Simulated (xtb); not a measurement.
C2H7F2NSi, SMILES FC(F)C[SiH2]N. All values are semi-empirical tight-binding results from xtb (GFN2-xTB unless named), good for trends rather than for accurate numbers. Geometry: GFN2-xTB. This is a generated structure with no PubChem entry under its InChIKey; it may be hypothetical. Other conformers were not sampled.

Optimised geometry:

Bonded distances (Å): N1–Si2 1.720, N1–H7 1.006, N1–H8 1.006, Si2–C3 1.927, Si2–H9 1.459, Si2–H10 1.459, C3–C4 1.507, C3–H11 1.090, C3–H12 1.090, C4–F5 1.359, C4–F6 1.360, C4–H13 1.103. Bond angles (°): Si2–N1–H7 120.2, Si2–N1–H8 120.2, H7–N1–H8 110.1, N1–Si2–C3 113.2, N1–Si2–H9 105.9, N1–Si2–H10 105.9, C3–Si2–H9 108.0, C3–Si2–H10 108.0, H9–Si2–H10 116.0, Si2–C3–C4 112.0, Si2–C3–H11 111.2, Si2–C3–H12 111.2, C4–C3–H11 107.4, C4–C3–H12 107.4, H11–C3–H12 107.4, C3–C4–F5 111.3, C3–C4–F6 111.3, C3–C4–H13 114.4, F5–C4–F6 105.6, F5–C4–H13 106.9, F6–C4–H13 106.8.

Problem. Estimate the properties. (An estimate is asked for; the answer gives what the named calculation found.)

Solution. 
```yaml
point_group_as_xtb_finds_it: Cs
orbital_gap: 5.77 eV
dipole_moment: 3.81 D
zero_point_energy: 56.6 kcal/mol
G − E(el) at 298.15 K (modified RRHO): 35.8 kcal/mol
static polarisability (D4 model): 66.5 bohr³
solvation energy, GFN2-xTB/ALPB(water): -4.3 kcal/mol
solvation energy, GFN2-xTB/ALPB(chcl3): -4.9 kcal/mol
```

Problem. Give the atomic charges and the Wiberg bond orders between heavy atoms. (An estimate is asked for; the answer gives what the named calculation found.)

Solution. charges (e) N1 -0.42, Si2 0.49, C3 -0.19, C4 0.30, F5 -0.24, F6 -0.24, H7 0.16, H8 0.16, H9 -0.07, H10 -0.07, H11 0.04, H12 0.04, H13 0.04. Bond orders N1–Si2 1.15, Si2–C3 0.81, C3–C4 1.01, C4–F5 0.94, C4–F6 0.94.
